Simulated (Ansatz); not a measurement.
Isomers of C3H11BSi, relaxed with PBE0-D4/def2-TZVP in Ansatz; electronic energies, one conformer each and not always the lowest. Functionals use def2-TZVPP; CBS adds triple-zeta CCSD(T) − MP2 to the MP2 limit of def2-TZVPP and def2-QZVPP.

(1) Order them by energy at frozen-core CCSD(T)/CBS, lowest first. (Best estimate.)
A. `CB(C)C[SiH3]`
B. `CCB(C)[SiH3]`
C. `C[SiH2]B(C)C`

(2) How do PBE-D4, B3LYP, ωB97M-V, r2SCAN-D4 place them (kcal/mol, against `CB(C)C[SiH3]`)? (Best estimate.)

Results:

(1) A (0.0 kcal/mol), C (10.5 kcal/mol), B (21.9 kcal/mol).

(2) Computed: 
```tsv
isomer	PBE-D4	B3LYP	ωB97M-V	r2SCAN-D4
`C[SiH2]B(C)C`	8.6	9.4	11.2	10.0
`CCB(C)[SiH3]`	20.3	21.3	23.2	22.4
```

B3LYP here is the variant with VWN-RPA as its local correlation; programs differ in this.
